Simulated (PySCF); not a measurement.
# Spinor energies of Sm²⁺ (samarium, charge +2)

Start: [Xe] 4f6; 4f5/2 filled at m_j = -5/2, -3/2, -1/2, +1/2, +3/2, +5/2. Calculated with PySCF 2.14 in x2c-QZVPPall-2c (16s16p12d6f4g1h, 213 functions): generalised Hartree-Fock with the X2C-1e Hamiltonian and a Gaussian nucleus; one run each with spin-orbit coupling (SO) switched off, then screened by Boettger's factors.

```
spinor shell  electrons  ε, spin-free (eV)  ε, screened SO (eV)  weight of nominal j (screened SO)  rms radius, screened SO (bohr)
       1s1/2          2           -47079.0             -47071.2                              1.000                          0.0259
       2s1/2          2            -7820.6              -7818.2                              1.000                           0.105
       2p1/2          2            -6971.7              -7395.6                              1.000                          0.0900
       2p3/2          4            -6971.7              -6788.4                              1.000                          0.0961
       3s1/2          2            -1772.0              -1771.2                              1.000                           0.271
       3p1/2          2            -1500.9              -1588.7                              1.000                           0.263
       3p3/2          4            -1500.9              -1462.4                              1.000                           0.276
       3d3/2          4            -1133.2              -1149.5                              0.995                           0.248
       4s1/2          2            -383.81              -383.56                              1.000                           0.616
       4p1/2          2            -292.11              -312.95                              0.971                           0.636
       4p3/2          4            -292.11              -282.81                              0.985                           0.663
       4d3/2          4            -160.28              -166.26                              0.705                           0.723
       4d5/2          6            -160.28              -156.09                              0.803                           0.728
       5s1/2          2            -66.169              -66.129                              1.000                            1.53
       5p1/2          2            -41.788              -45.106                              0.906                            1.71
       5p3/2          4            -41.788              -40.302                              0.953                            1.81
       4f5/2          6            -26.629              -26.584                              0.557                            1.06
```

(1) Where does 3d5/2 lie, and what is the 3d spin-orbit splitting (screened SO)?

```tsv
quantity	spin-free	screened SO
E (hartree)	-10419.63773	-10425.61311
M_J	0	0
⟨J²⟩	6.016	5.517
⟨L²⟩	12.009	11.920
⟨S²⟩	12.007	11.911
```

The determinant has a definite M_J but mixes levels of different J.

Each row is a mean over spinors that exchange with the open shell spreads, by up to 15.777 eV (4d5/2).

Rows whose weight is well below 1 are mixtures of j = l ± 1/2: exchange outweighs spin-orbit coupling there, and the label is only the starting occupation.

Breit and QED terms are absent; they matter most for the inner s and p1/2 levels.

Densities and radii are taken from the X2C orbitals without a picture-change correction, which distorts them close to the nucleus.

Without spin-orbit coupling the j labels of p, d and f shells carry no meaning; the spin-free column gives the mean over the occupied spinors of each nl shell.

Answers

(1) At -1121.6 eV, 27.931 eV above 3d3/2.
